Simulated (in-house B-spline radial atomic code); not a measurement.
A run on Sn (an excited or competing configuration) that did not converge. Method: scalar-relativistic (X2C) wB97X, spin-polarised, spherical fractional occupations, exact exchange averaged over the configuration, Fermi nucleus of rms radius 4.6519 fm; computed with a B-spline radial code for spherical atoms.

Command:
```bash
python run_scf.py task.json out
```
Settings (nuclear radius in fm, mass in u):
```
Z                50
configuration    [Ar] 3d10 4s2 4p5 4d10 5s2 5p2 6d1
hamiltonian      x2c
method           wb97x
spin_polarised   True
nucleus          fermi
rms_radius       4.6519
atomic_mass      119.9022
speed_of_light   137.035999084
exact_exchange   averaged over the configuration
```

First and last ten iterations of the last attempt (damped for 15 steps, keeping 80 % of the old Fock matrix, then DIIS):
```
 iter        energy (Eh)    residual
    1       -6170.291621    4.75e-01
    2       -6171.506764    2.19e-01
    3       -6172.458625    1.42e-01
    4       -6172.876739    9.04e-02
    5       -6173.055804    5.70e-02
    6       -6173.131233    3.56e-02
    7       -6173.162803    2.20e-02
    8       -6173.175789    1.36e-02
    9       -6173.181144    1.02e-02
   10       -6173.183449    7.80e-03
  111       -6173.185838    1.27e-05
  112       -6173.185838    1.32e-05
  113       -6173.185838    1.84e-05
  114       -6173.185838    1.30e-05
  115       -6173.185838    1.39e-05
  116       -6173.185838    5.90e-06
  117       -6173.185838    1.36e-05
  118       -6173.185838    8.65e-06
  119       -6173.185838    7.84e-06
  120       -6173.185838    6.49e-06
 not converged after 120 iterations
```

The smallest residual met was 1.3e-06; the threshold is about 5e-07. Over the last five steps the energy moves by less than 1e-08 hartree, but the orbitals didn't meet the threshold. Cost of the run: 35 s on 1 thread of Arm Neoverse V1 (shared host).
